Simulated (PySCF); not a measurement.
Cartesian coordinates (Å):
SMILES: [NH2][GaH]
```xyz
5

N     -0.7048    -0.0154     0.0031
Ga     0.9777    -0.7231     0.0245
H     -1.5538    -0.5570     0.0124
H     -0.8965     0.9753    -0.0334
H      2.1775     0.3202    -0.0066
```
Charge 0, spin multiplicity 2.

Question: Give the highest occupied spin orbital, dipole moment and total energy at the level PySCF with r2SCAN-D4/def2-TZVP.

Answer: 
```yaml
highest_occupied_spin_orbital: -4.96 eV
dipole_moment: 1.09 D
total_energy: -1981.3630 Ha
```
